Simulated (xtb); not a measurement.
C2H9AsGa, charge +1, singlet, at a GFN2-xTB geometry (such geometries of metal compounds can be far from the true shape); GFN2-xTB in xtb 6.7.1.

The xtb input:
```
$ xtb mol.xyz --gfn 2 --chrg 1 --uhf 0 --json

# file mol.xyz
13

Ga    -0.04340230     1.18500754     0.33471095
C      1.51255834     1.85271423    -0.81223634
H      2.41247072     1.28972089    -0.54343247
H      1.68133260     2.92037409    -0.64426755
H      1.27246195     1.67875269    -1.86625514
C     -1.61706795     1.03438335     1.63220122
H     -2.49486866     0.68134201     1.08112018
H     -1.83316675     2.00608232     2.08589425
H     -1.35949738     0.31148193     2.41327934
As     0.06153064    -1.68230574    -0.47772812
H      0.50917206    -2.76011716     0.44478331
H      0.88650238    -2.20987580    -1.59677057
H     -1.13238911    -2.45949035    -0.90515193
```

Question: Write the output that xtb gives for this input, abridged.

Answer: 
```
   ID    Z sym.   atoms
    1   31 Ga     1
    2    6 C      2, 6
    3    1 H      3-5, 7-9, 11-13
    4   33 As     10

           -------------------------------------------------
          |                Calculation Setup                |
           -------------------------------------------------

           -------------------------------------------------
          |                 G F N 2 - x T B                 |
           -------------------------------------------------

          ...................................................
          :                      SETUP                      :
          :.................................................:
          :  # basis functions                  37          :
          :  # atomic orbitals                  35          :
          :  # shells                           19          :
          :  # electrons                        24          :
          :  max. iterations                   250          :
          :  Hamiltonian                  GFN2-xTB          :
          :  restarted?                      false          :
          :  GBSA solvation                  false          :
          :  PC potential                    false          :
          :  electronic temp.          300.0000000     K    :
          :  accuracy                    1.0000000          :
          :  -> integral cutoff          0.2500000E+02      :
          :  -> integral neglect         0.1000000E-07      :
          :  -> SCF convergence          0.1000000E-05 Eh   :
          :  -> wf. convergence          0.1000000E-03 e    :
          :  Broyden damping             0.4000000          :
          :  net charge                          1          :
          :  unpaired electrons                  0          :
          ...................................................

 iter      E             dE          RMSdq      gap      omega  full diag
   1    -12.0839927 -0.120840E+02  0.140E+01    3.45       0.0  T
   2    -12.1011478 -0.171551E-01  0.790E+00    3.52       1.0  T
   3    -12.1020133 -0.865483E-03  0.405E+00    3.52       1.0  T
   4    -12.1028694 -0.856097E-03  0.110E+00    3.59       1.0  T
   5    -12.1029160 -0.465521E-04  0.508E-01    3.59       1.0  T
   6    -12.1029462 -0.302181E-04  0.204E-01    3.59       1.0  T
   7    -12.1030057 -0.595495E-04  0.978E-02    3.59       1.0  T
   8    -12.1030375 -0.317741E-04  0.362E-02    3.59       1.0  T
   9    -12.1030377 -0.222383E-06  0.121E-02    3.59       2.3  T
  10    -12.1030378 -0.102284E-06  0.295E-03    3.59       9.4  T
  11    -12.1030378 -0.324904E-08  0.704E-04    3.59      39.4  T
  12    -12.1030378 -0.284295E-09  0.996E-05    3.59     278.5  T

   *** convergence criteria satisfied after 12 iterations ***

         :::::::::::::::::::::::::::::::::::::::::::::::::::::
         ::                     SUMMARY                     ::
         :::::::::::::::::::::::::::::::::::::::::::::::::::::
         :: total energy             -11.978276056029 Eh    ::
         :: gradient norm              0.000026004417 Eh/a0 ::
         :: HOMO-LUMO gap              3.592168590786 eV    ::
         ::.................................................::
         :: SCC energy               -12.103011412076 Eh    ::
         :: -> isotropic ES            0.086286131386 Eh    ::
         :: -> anisotropic ES         -0.017776737357 Eh    ::
         :: -> anisotropic XC          0.005295398497 Eh    ::
         :: -> dispersion             -0.005794397767 Eh    ::
         :: repulsion energy           0.124735356046 Eh    ::
         :: add. restraining           0.000000000000 Eh    ::
         :: total charge               1.000000000000 e     ::
         :::::::::::::::::::::::::::::::::::::::::::::::::::::

           -------------------------------------------------
          |                Property Printout                |
           -------------------------------------------------

    * Orbital Energies and Occupations

         #    Occupation            Energy/Eh            Energy/eV
      -------------------------------------------------------------
         1        2.0000           -0.7780520             -21.1719
         2        2.0000           -0.7632250             -20.7684
         3        2.0000           -0.7457374             -20.2925
         4        2.0000           -0.6947794             -18.9059
         5        2.0000           -0.6404940             -17.4287
         6        2.0000           -0.6400471             -17.4166
         7        2.0000           -0.6373658             -17.3436
         8        2.0000           -0.6365464             -17.3213
         9        2.0000           -0.6028284             -16.4038
        10        2.0000           -0.6024253             -16.3928
        11        2.0000           -0.5716947             -15.5566
        12        2.0000           -0.5708056             -15.5324 (HOMO)
        13                         -0.4387959             -11.9402 (LUMO)
        14                         -0.3514624              -9.5638
        15                         -0.3241225              -8.8198
        16                         -0.3009648              -8.1897
        17                         -0.2849509              -7.7539
        18                         -0.1922033              -5.2301
        19                         -0.1672413              -4.5509
        20                         -0.1141793              -3.1070
        21                         -0.0931010              -2.5334
        22                         -0.0452017              -1.2300
        23                         -0.0115067              -0.3131
       ...                                ...                  ...
        35                          1.3560651              36.9004
      -------------------------------------------------------------
                  HL-Gap            0.1320098 Eh            3.5922 eV
             Fermi-level           -0.5048007 Eh          -13.7363 eV

     #   Z          covCN         q      C6AA      α(0)
     1  31 Ga       2.224     0.260   212.142    32.664
     2   6 C        3.623    -0.169    24.292     7.104
     3   1 H        0.924     0.136     1.489     1.908
     4   1 H        0.924     0.134     1.508     1.920
     5   1 H        0.924     0.136     1.489     1.909
     6   6 C        3.623    -0.169    24.294     7.104
     7   1 H        0.924     0.136     1.489     1.908
     8   1 H        0.924     0.134     1.506     1.919
     9   1 H        0.924     0.136     1.489     1.908
    10  33 As       3.440     0.117   210.830    26.607
    11   1 H        0.973     0.047     2.352     2.397
    12   1 H        0.973     0.052     2.291     2.365
    13   1 H        0.973     0.049     2.324     2.382

 Mol. C6AA /au·bohr⁶  :       2531.872332
 Mol. C8AA /au·bohr⁸  :     138836.642971
 Mol. α(0) /au        :         92.095411

Wiberg/Mayer (AO) data.
largest (>0.10) Wiberg bond orders for each atom

 ---------------------------------------------------------------------------
     #   Z sym  total        # sym  WBO       # sym  WBO       # sym  WBO
 ---------------------------------------------------------------------------
     1  31 Ga   2.697 --     6 C    0.940     2 C    0.940    10 As   0.281
     2   6 C    3.988 --     1 Ga   0.940     4 H    0.908     5 H    0.902
                             3 H    0.902     6 C    0.272
     3   1 H    0.981 --     2 C    0.902
     4   1 H    0.981 --     2 C    0.908
     5   1 H    0.981 --     2 C    0.902
     6   6 C    3.988 --     1 Ga   0.940     8 H    0.908     7 H    0.902
                             9 H    0.902     2 C    0.272
     7   1 H    0.981 --     6 C    0.902
     8   1 H    0.981 --     6 C    0.908
     9   1 H    0.981 --     6 C    0.902
    10  33 As   3.187 --    11 H    0.938    13 H    0.937    12 H    0.937
                             1 Ga   0.281
    11   1 H    0.997 --    10 As   0.938
    12   1 H    0.996 --    10 As   0.937
    13   1 H    0.997 --    10 As   0.937
 ---------------------------------------------------------------------------

Topologies differ in total number of bonds
Writing topology from bond orders to xtbtopo.mol

molecular dipole:
                 x           y           z       tot (Debye)
 q only:       -0.030       0.867       0.241
   full:       -0.032       0.926       0.258       2.446
molecular quadrupole (traceless):
                xx          xy          yy          xz          yz          zz
 q only:       -0.947       1.837       4.298      -7.178       2.090      -3.351
  q+dip:       -0.800       2.098       4.377      -8.097       2.137      -3.577
   full:       -2.068       0.774       5.014      -3.740       2.339      -2.946

           -------------------------------------------------
          | TOTAL ENERGY              -11.978276056029 Eh   |
          | GRADIENT NORM               0.000026004417 Eh/α |
          | HOMO-LUMO GAP               3.592168590786 eV   |
           -------------------------------------------------

normal termination of xtb
```
